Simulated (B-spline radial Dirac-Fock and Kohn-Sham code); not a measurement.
## Photoionisation of neodymium ions at Ga Kα (9251.7 eV)

Method: Dirac-Hartree-Slater photoionisation with all multipoles and Dirac-Fock thresholds. Computed with a B-spline atomic structure program. Cross sections in kb; a dash marks an empty subshell or a threshold above the photon energy.

```tsv
ion	configuration	total	3p1/2	3p3/2	3d5/2	5p1/2	5p3/2
Nd	[Xe] 4f4 6s2	66.85	2.41	4.09	1.49	0.0723	0.118
Nd³⁺	[Xe] 4f3	66.88	2.41	4.09	1.49	0.0815	0.136
Nd⁴⁺	[Xe] 4f2	66.93	2.40	4.09	1.49	0.0901	0.151
```
